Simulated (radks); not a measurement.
Results of a calculation; reference values are marked as such.
Problem. Numerical settings for the copper ion Cu+, [Ar] 3d10. Code: a radial shooting solver on a logarithmic mesh with Libxc functionals. Model: non-relativistic Kohn-Sham, SCAN, spin-polarised, spherical densities, point nucleus; meta-GGA in the generalised Kohn-Sham scheme. The defaults (mesh step 0.008 in ln r, mesh end at 40 bohr or more with all orbitals vanishing there, Anderson mixing 0.5 over 9 steps, residual threshold near 1e-9 with the energy settled to 1e-9 hartree or 1e-11 of itself, here a cap of 67 iterations) give E = -1640.375 hartree and 3d at -13.771 eV in 13 iterations. Run on one thread of a shared host, so times are rough (Intel(R) Xeon(R) 6975P-C): 0.1 s of CPU time, 0.1 s wall, 13 iterations on 2476 mesh points. One setting is changed at a time: mesh step in ln r 0.003; mesh step in ln r 0.02; mesh step in ln r 0.005; mesh end (bohr) 5; mesh end (bohr) 12; residual threshold 1e-16; residual threshold 1e-05; mixing 0.2; linear mixing, mixing 0.05; linear mixing, mixing 0.5; mixing history 20; iteration cap 3. Which runs fail to converge, and which converge to a wrong energy?

Solution. Not converged within the cap: residual threshold 1e-16; linear mixing, mixing 0.05; linear mixing, mixing 0.5; iteration cap 3. Settings that end as converged yet miss the energy by more than 1 mhartree: mesh step in ln r 0.02 (+0.0153 hartree); mesh end (bohr) 5 (+0.00584 hartree).
